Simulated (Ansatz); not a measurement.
One change: `[NH2][AlH][SiH]([SiH3])Cl` becomes `O[SiH]([SiH3])Cl`.

Ansatz, PBE0-D4/def2-TZVP geometries, multiplicity 1. Each molecule was computed in one conformer, which needn't be the lowest.

| property | `[NH2][AlH][SiH]([SiH3])Cl` |
| --- | --- |
| HOMO energy (ωB97M-V/def2-TZVPP) / eV | -9.18 |
| size of the dipole moment (ωB97M-V/def2-TZVPP) / D | 2.39 |
| HOMO–LUMO gap (PBE/def2-TZVPP) / eV | 3.82 |
| HOMO energy (PBE/def2-TZVPP) / eV | -6.17 |
| HOMO–LUMO gap (PBE0/def2-TZVPP) / eV | 5.65 |
| LUMO energy (PBE0/def2-TZVPP) / eV | -1.59 |

(1) What does the change do to each property? (An estimate is asked.)

## Answers

(1) Ansatz gave: 
```
                                          property  `O[SiH]([SiH3])Cl`  shift
             HOMO energy (ωB97M-V/def2-TZVPP) / eV              -10.21  -1.03
size of the dipole moment (ωB97M-V/def2-TZVPP) / D                1.31  -1.08
               HOMO–LUMO gap (PBE/def2-TZVPP) / eV                5.72   1.90
                 HOMO energy (PBE/def2-TZVPP) / eV               -6.93  -0.76
              HOMO–LUMO gap (PBE0/def2-TZVPP) / eV                7.79   2.14
                LUMO energy (PBE0/def2-TZVPP) / eV               -0.35   1.24
```

With PBE0 the HOMO falls by 0.90 eV and the LUMO rises by 1.24 eV, so the gap widens by about 2.14 eV. PBE moves the HOMO by -0.76 eV and ωB97M-V by -1.03 eV. Dipoles are sizes alone; their direction can turn.
